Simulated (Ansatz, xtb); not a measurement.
Isomers of C4H3BF2 in order of energy

6 gas-phase structures of C4H3BF2, from a drawn sample of its isomers (lower ones may exist). Each was relaxed with GFN2-xTB:

A. `FC1=C(F)C=CB1`, a singlet
B. `FC1=CC(F)=CB1`, a singlet
C. `FB1C=CC(F)=C1`, a singlet
D. `FC1=CBC=C1F`, a singlet
E. `FC1=CC=C(F)B1`, a singlet
F. `FB1C=CC=C1F`, a singlet

Problem. Which do you expect lowest at r2SCAN-D4/def2-SVP//GFN2-xTB, and how would the others follow?

Solution. Calculated order at r2SCAN-D4/def2-SVP//GFN2-xTB: C (0.0), F (7.9), D (51.4), B (53.8), A (62.1), E (64.2) kcal/mol.

Energies above the lowest of each column, in kcal/mol; the last columns are at r2SCAN-D4/def2-SVP geometries and were run for some of them only (a dash: not run or not comparable):

```json
{"structure": "C", "GFN2-xTB": "0.0", "HF/STO-3G": "0.0", "r2SCAN-D4/def2-SVP//GFN2-xTB": "0.0", "r2SCAN-D4/def2-SVP": "0.0", "CCSD(T)/def2-SVP + ΔMP2/def2-TZVPP": "0.0"}
{"structure": "F", "GFN2-xTB": "3.4", "HF/STO-3G": "4.5", "r2SCAN-D4/def2-SVP//GFN2-xTB": "7.9", "r2SCAN-D4/def2-SVP": "7.9", "CCSD(T)/def2-SVP + ΔMP2/def2-TZVPP": "7.4"}
{"structure": "D", "GFN2-xTB": "32.5", "HF/STO-3G": "44.7", "r2SCAN-D4/def2-SVP//GFN2-xTB": "51.4", "r2SCAN-D4/def2-SVP": "–", "CCSD(T)/def2-SVP + ΔMP2/def2-TZVPP": "–"}
{"structure": "B", "GFN2-xTB": "31.5", "HF/STO-3G": "46.3", "r2SCAN-D4/def2-SVP//GFN2-xTB": "53.8", "r2SCAN-D4/def2-SVP": "–", "CCSD(T)/def2-SVP + ΔMP2/def2-TZVPP": "–"}
{"structure": "A", "GFN2-xTB": "35.9", "HF/STO-3G": "51.1", "r2SCAN-D4/def2-SVP//GFN2-xTB": "62.1", "r2SCAN-D4/def2-SVP": "–", "CCSD(T)/def2-SVP + ΔMP2/def2-TZVPP": "–"}
{"structure": "E", "GFN2-xTB": "34.5", "HF/STO-3G": "53.0", "r2SCAN-D4/def2-SVP//GFN2-xTB": "64.2", "r2SCAN-D4/def2-SVP": "–", "CCSD(T)/def2-SVP + ΔMP2/def2-TZVPP": "–"}
```

Every level run on C puts it lowest or level with the lowest. Frequencies (GFN2-xTB) were run for C, F alone. ΔMP2 is the change of the MP2 energy from the smaller to the larger basis.

Over these structures GFN2-xTB departs from r2SCAN-D4/def2-SVP//GFN2-xTB by 9.8 kcal/mol on average once a common shift is removed. A GFN2-xTB relaxation took about 0.042 s and the r2SCAN-D4/def2-SVP//GFN2-xTB energy about 2.3 s on a shared host (Ansatz 0.2.0, xtb 6.7.1).
